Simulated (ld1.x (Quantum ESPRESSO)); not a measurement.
Configuration tests for In (TM)

```json
{
 "Element": "In (Z = 49)",
 "Generator": "ld1.x (Quantum ESPRESSO) 7.5",
 "Type": "norm-conserving Troullier–Martins (Kleinman–Bylander form)",
 "Functional": "PBE",
 "Relativity": "scalar-relativistic",
 "Frozen core": "[Kr] 4d10",
 "Valence charge": "3",
 "Reference configuration": "5s1.75 5p1.25",
 "Partial waves": "5p (bound): rc 1.95 bohr; 5d channel at 0.2 Ry: rc 1.60 bohr; 5s (bound): rc 1.90 bohr",
 "Local potential": "the s channel",
 "Core correction": "a·sin(br)/r model core, default radius (core density twice the valence density)"
}
```

Energies are relative to the spin-unpolarised reference configuration 5s1.75 5p1.25; without spin polarisation the order of configurations can differ from experiment.

```
valence configuration  charge  ΔE all-electron (eV)  error AE − PS (meV)
              5s2 5p1       0                -1.433                 -1.0
              5s2 5p0      +1                 3.930                 -9.1
              5s1 5p0      +2                23.165                 -179
            5s2 5p1.3    -0.3                -1.965                 -1.9
              5s1 5p2       0                 4.408                  -11
              5s0 5p3       0                10.514                  -58
              5s1 5p1      +1                10.523                  -44
```

Levels in the configuration 5s1 5p1:

| level | all-electron (eV) | pseudo (eV) |
| --- | --- | --- |
| 5s | -15.908 | -16.025 |
| 5p | -9.214 | -9.280 |
